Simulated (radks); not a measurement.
Values are calculated unless marked as measured or tabulated.
Ionisation of the magnesium ion Mg2+, [Ne], to [He] 2s2 2p5 as the strength of local exchange is varied. Level of theory: scalar-relativistic Kohn-Sham, Slater X-alpha exchange (alpha = 2/3 is LDA exchange), no correlation, spin-polarised, spherical densities, finite nucleus; Fermi nuclear charge, rms radius 3.057 fm (a radial shooting solver on a logarithmic mesh with Libxc functionals).

| alpha | E(Mg2+) (hartree) | exchange (hartree) | IE (eV) | -e of the level emptied (eV) | <r> of it (bohr) |
|---|---|---|---|---|---|
| 0.667 | -197.79680 | -14.26050 | 78.567 | 64.929 (2p) | 0.6861 |
| 0.712 | -198.76091 | -15.28275 | 80.138 | 66.463 (2p) | 0.6814 |
| 0.788 | -200.39781 | -17.02641 | 82.826 | 69.095 (2p) | 0.6737 |
| 0.833 | -201.37214 | -18.06903 | 84.439 | 70.677 (2p) | 0.6692 |
| 0.898 | -202.78621 | -19.58840 | 86.798 | 72.993 (2p) | 0.6628 |
| 0.952 | -203.96700 | -20.86265 | 88.782 | 74.945 (2p) | 0.6576 |

NIST Atomic Spectra Database: 80.144 eV (measured). The Delta-SCF value meets it near alpha = 0.71. Open shells are spherical and high-spin; term and fine-structure splittings are not resolved.
